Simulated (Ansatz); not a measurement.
Consider the formal exchange of groups at a Te–Si bond: `C[Te][SiH](N)F` + `C=CF` → `C[Te]/C=C/F` + `N[SiH2]F`.

Computed with Ansatz on PBE0-D4/def2-TZVP structures; ΔE is electronic, products minus reactants. CCSD(T)/CBS is the MP2 limit (def2-TZVPP, def2-QZVPP) plus CCSD(T) − MP2 in def2-TZVPP, frozen cores. DFT in def2-TZVPP. Elements past krypton have def2 core potentials. For Te outer-core shells are correlated without core-valence functions, which leaves a few kJ/mol of doubt a bond. One conformer a species, not always the lowest.

```tsv
level	ΔE (kJ/mol)
PBE0-D4	88.6
PBE0	85.7
SCS-MP2/def2-TZVPP	72.1
MP2/def2-QZVPP	78.8
```

(1) What does CCSD(T)/CBS give? (Estimate.)

Largest T1 diagnostic among the species: 0.012.

## Answers

(1) The calculation gave: +80.7 kJ/mol. The listed levels differ from it by 7.9, 5.0, -8.6, -1.9 kJ/mol.

In def2-TZVPP, CCSD(T) changes the Hartree–Fock value by −4.7 kJ/mol (the triples alone add −1.1 kJ/mol) and MP2 by −4.3 kJ/mol. From PBE to PBE0 (25 % exact exchange), in def2-TZVPP and without D4, ΔE moves by +3.2 kJ/mol.
